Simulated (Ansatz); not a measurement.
Computed with Ansatz on PBE0-D4/def2-TZVP structures; ΔE is electronic, products minus reactants. CCSD(T)/CBS adds triple-zeta CCSD(T) − MP2 to the extrapolated MP2 energy (def2 sets, frozen cores). This one scheme is used for every species. Each species was taken in one conformer, which may not be the lowest.

Reaction (formal hydrolysis of a C–C bond): `C=CCCCCCCCC` + H₂O → `CCCCCCCCO` + `C=C`

`C=CCCCCCCCC`:

Cartesian coordinates in Å:
```
C 1.060 -3.361 2.620
C 1.774 -2.741 1.690
C 1.949 -1.265 1.581
C 1.427 -0.703 0.263
C 1.638 0.797 0.140
C 1.204 1.382 -1.199
C -0.262 1.167 -1.556
C -1.236 1.765 -0.552
C -2.697 1.673 -0.974
C -3.222 0.249 -1.070
H 0.547 -2.806 3.401
H 0.962 -4.440 2.638
H 2.269 -3.337 0.924
H 3.016 -1.019 1.668
H 1.446 -0.771 2.420
H 0.363 -0.946 0.176
H 1.924 -1.212 -0.573
H 1.110 1.303 0.957
H 2.701 1.020 0.291
H 1.416 2.458 -1.198
H 1.827 0.951 -1.992
H -0.451 1.614 -2.540
H -0.457 0.097 -1.673
H -1.118 1.272 0.420
H -0.975 2.818 -0.391
H -2.826 2.177 -1.939
H -3.308 2.231 -0.257
H -4.287 0.235 -1.312
H -2.704 -0.324 -1.842
H -3.090 -0.281 -0.122
```

H₂O:

Cartesian coordinates in Å:
```
O -0.328 0.006 -0.210
H -0.198 -0.378 0.660
H 0.526 0.372 -0.451
```

`CCCCCCCCO`:

```xyz
27

C     2.403    2.048    1.632
C     1.421    2.834    0.778
C     0.906    2.073   -0.437
C     0.067    0.849   -0.105
C    -0.480    0.156   -1.343
C    -1.395   -1.026   -1.053
C    -0.701   -2.211   -0.401
C    -1.633   -3.374   -0.125
O    -2.676   -3.052    0.774
H     1.943    1.160    2.071
H     2.788    2.656    2.454
H     3.260    1.716    1.037
H     1.901    3.757    0.439
H     0.568    3.146    1.394
H     1.758    1.768   -1.059
H     0.308    2.751   -1.056
H    -0.770    1.149    0.539
H     0.664    0.143    0.481
H    -1.031    0.891   -1.941
H     0.358   -0.175   -1.971
H    -1.851   -1.365   -1.991
H    -2.224   -0.701   -0.416
H    -0.229   -1.908    0.542
H     0.114   -2.565   -1.046
H    -2.130   -3.684   -1.049
H    -1.059   -4.237    0.241
H    -2.281   -2.799    1.612
```

`C=C`:

Z-matrix (Å, degrees):
```
C
C 1 1.323
H 1 1.085 2 121.7
H 1 1.085 2 121.7 3 -180.0
H 2 1.085 1 121.7 3 -0.0
H 2 1.085 1 121.7 3 -180.0
```

```
      species  CCSD(T)/CBS(def2) energy (Eh)
`C=CCCCCCCCC`                     -392.57144
          H₂O                      -76.37941
  `CCCCCCCCO`                     -390.44688
        `C=C`                      -78.48111
```

Q: Work out ΔE.

A: ΔE = (-390.44688) + (-78.48111) − (-392.57144) − (-76.37941) = 0.02286 Eh = +60.0 kJ/mol.

Largest T1 diagnostic among the species: 0.011.

From BLYP to BHLYP (50 % exact exchange), in def2-TZVPP and without D4, ΔE moves by +5.8 kJ/mol. The D4 term adds +9.4 kJ/mol with B3LYP and +5.7 kJ/mol with PBE0; it sums over pairs of atoms, weighted by their polarisabilities, and B3LYP, whose exchange is more repulsive, gets the larger term.

B3LYP here is the variant with VWN-RPA as its local correlation; programs differ in this.
